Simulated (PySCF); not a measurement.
## Bond length, frequency and bond energy of RbS by level of theory

State: ²Π (doublet), unpaired electrons π ↑. Set-up: Rb def2-SVPD with ECP28, S def2-SVPD; scalar-relativistic core potentials (PySCF 2.14). De refers to Rb + S in their high-spin ground configurations, without counterpoise correction. The functionals are run spin-unrestricted. A positive dipole means Rb(−)S(+).

| Level | Re (Å) | ωe (cm⁻¹) | De (eV) | μ (D) |
| --- | --- | --- | --- | --- |
| UHF | 3.079 | 201 | 1.63 | -12.14 |
| UHF-MP2 | 3.047 | 206 | 2.34 | n/a |
| UHF-SCS-MP2 | 3.055 | 204 | 2.34 | n/a |
| UHF-CCSD | 3.051 | 205 | 2.24 | n/a |
| UHF-CCSD(T) | 3.053 | 204 | 2.30 | n/a |
| PBE | 3.020 | 201 | 2.66 | -10.43 |
| r²SCAN | 3.026 | 205 | 2.74 | -11.21 |
| r²SCANh | 3.021 | 207 | 2.71 | -11.29 |
| PBE0 | 3.007 | 208 | 2.63 | -11.01 |
| r²SCAN0 | 3.015 | 210 | 2.67 | -11.37 |
| ωB97X | 3.014 | 212 | 2.94 | -11.60 |
| B2PLYP | 3.035 | 204 | 2.49 | -11.49 |

The bond length runs from 3.007 Å (PBE0) to 3.079 Å (UHF). De spans 1.63 eV (UHF, mean field) to 2.94 eV (ωB97X, range-separated hybrid). Correlation at CCSD(T) changes the Hartree–Fock bond energy by +0.67 eV; the triples alone change it by +0.06 eV.

Correlated steps freeze 5 core orbitals. Correlated levels converge slowly with the basis: in double zeta they bind strong bonds too weakly, by up to about 1 eV, and carry superposition errors of some tenths. Spin–orbit coupling is left out. B2PLYP dipoles, levels and charges come from its SCF part alone. The state is the lowest determinant that a PBE0 search found; another state may lie lower at other levels.

The whole job (state search and all levels along the bond) took about 2.4 min on 1 thread of Oxide Virtual Turin-like (shared host), peak memory 0.71 GiB.
